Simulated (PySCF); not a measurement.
H₃NSi (SMILES N[SiH]), singlet, at a GFN2-xTB geometry, atoms displaced at random by about 0.08 Å a coordinate. Base run: HF/STO-3G, gradient in PySCF.

Here is a job for PySCF.
```python
from pyscf import gto, scf

mol = gto.M(
    atom='''
Si   -0.335178    0.555055    0.587231
H    -0.668709    1.386080   -0.358533
N     0.428304   -0.555702   -0.704744
H     0.529969   -0.458857   -1.667911
H     0.734292   -1.572898   -0.333398
''',
    basis='sto-3g',
    charge=0,
    spin=0,
    verbose=4,
)

mf = scf.RHF(mol)
mf.kernel()
g = mf.nuc_grad_method()
grad = g.kernel()
```

The coordinate followed is x of atom 5.

Each row names what was changed in the base input (with any setting that the change needs).

| change | dE/dx (Eh/bohr) | net force (Eh/bohr) |
|---|---|---|
| base | 0.019099 | 0.000000 |
| density fitting = on | 0.019097 | 0.000000 |
| finite difference step (bohr) = 1e-3; conv_tol = 1e-11 | 0.019100 | - |
| conv_tol = 1e-11 | 0.019100 | 0.000000 |
| finite difference step (bohr) = 0.01; conv_tol = 1e-11 | 0.019101 | - |
| finite difference step (bohr) = 0.2; conv_tol = 1e-11 | 0.019597 | - |
| conv_tol = 1e-6 | 0.019099 | 0.000000 |
| finite difference step (bohr) = 1e-4; conv_tol = 1e-11 | 0.019100 | - |
| finite difference step (bohr) = 0.05; conv_tol = 1e-11 | 0.019131 | - |
| density fitting = on; auxbasis_response = off | 0.019083 | 0.000802 |
| conv_tol = 1e-4 | 0.019090 | 0.000000 |
| finite difference step (bohr) = 1e-5; conv_tol = 1e-11 | 0.019100 | - |

The net force is zero for an exact gradient.
